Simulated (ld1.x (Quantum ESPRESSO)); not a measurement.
## technetium (Tc), TM: configuration errors across variants

| Item | Value |
| --- | --- |
| Element | technetium (Tc) |
| Generator | ld1.x (Quantum ESPRESSO) 7.5 |
| Type | norm-conserving Troullier–Martins (Kleinman–Bylander form) |
| Functional | LDA (PZ) |
| Relativity | scalar-relativistic |
| Frozen core | [Ar] 3d10 4s2 |
| Valence charge | 13 |
| Reference configuration | 4p6 4d5 5s2 5p0 |
| Partial waves | 5s (bound): rc 2.85 bohr; 4p (bound): rc 1.60 bohr; 4d (bound): rc 1.30 bohr; 4f channel at 0.5 Ry: rc 2.95 bohr |
| Local potential | all-electron potential smoothed inside 2.40 bohr (lloc = -1) |
| Core correction | Bessel-smoothed model core inside 1.05 bohr |

All-electron excitation energies from the reference (eV): (1) 4p6 4d5 5s1 5p0 8.432; (2) 4p6 4d5 5s0 5p0 23.634; (3) 4p6 4d4 5s0 5p0 52.562; (4) 4p6 4d5 5s1 5p1 3.839; (5) 4p6 4d6 5s0 5p0 6.549; (6) 4p6 4d5 5s1 5p0 spin 3.832.

Spin tests fill each open shell by Hund’s rule, majority spin first.

Tests that are not counted but printed errors over 1 eV. “base”: 4p6 4d5 5s2 5p0 (spin-polarised) (solver errors, printed error -1541 eV); 4p6 4d4 5s2 5p1 (solver errors, printed error -1532 eV); 1 more. “wave 4p (bound): rc 1.60 bohr becomes 4p (bound): rc 1.16 bohr”: 4p6 4d5 5s2 5p0 (spin-polarised) (solver errors, printed error -1476 eV); 4p6 4d4 5s2 5p1 (solver errors, printed error -1439 eV); 1 more. “wave 4p (bound): rc 1.60 bohr becomes 4p (bound): rc 1.66 bohr”: 4p6 4d5 5s2 5p0 (spin-polarised) (solver errors, printed error -1528 eV); 4p6 4d4 5s2 5p1 (solver errors, printed error -1509 eV); 1 more. “wave 4p (bound): rc 1.60 bohr becomes 4p (bound): rc 1.84 bohr”: 4p6 4d6 5s1 5p0 (solver errors, printed error -1.7 eV); 4p6 4d5 5s2 5p0 (spin-polarised) (solver errors, printed error -1178 eV). “wave 4p (bound): rc 1.60 bohr becomes 4p (bound): rc 2.08 bohr”: 4p6 4d6 5s1 5p0 (solver errors, printed error -1.7 eV); 4p6 4d5 5s2 5p0 (spin-polarised) (solver errors, printed error -10.8 eV).

A true bound ghost makes a file unfit for plane-wave use even where its test errors are small: the radial tests pick states by their node count and pass the ghost by. Where a test does run into it, the solver fails or the error is huge.

Errors AE − PS in meV (a dash: test not solved or not reliable):

| change | (1) | (2) | (3) | (4) | (5) | (6) | bound ghosts |
| --- | --- | --- | --- | --- | --- | --- | --- |
| base | +25 | -32 | +17 | -115 | -90 | +158 | s |
| wave 4p (bound): rc 1.60 bohr becomes 4p (bound): rc 1.16 bohr | +25 | -32 | +17 | -123 | -91 | +144 | s |
| wave 4p (bound): rc 1.60 bohr becomes 4p (bound): rc 1.66 bohr | +25 | -32 | +17 | -113 | -89 | +162 | s |
| wave 4p (bound): rc 1.60 bohr becomes 4p (bound): rc 1.84 bohr | +25 | -32 | +18 | -108 | -89 | +169 | s |
| wave 4p (bound): rc 1.60 bohr becomes 4p (bound): rc 2.08 bohr | +25 | -32 | +18 | -104 | -88 | +174 | s |
| wave 4p (bound): rc 1.60 bohr becomes 4p (bound): rc 2.38 bohr | +25 | -32 | +17 | -112 | -89 | +166 | s |

Question: Give the same row for: wave 4p (bound): rc 1.60 bohr becomes 4p (bound): rc 1.34 bohr.

Answer: +25, -32, +17, -121, -91, +148; bound ghosts: s. Not counted: 4p6 4d4 5s2 5p1 (solver errors, printed error -1527 eV); 4p6 4d6 5s1 5p0 (solver errors, printed error -1.7 eV); 1 more.
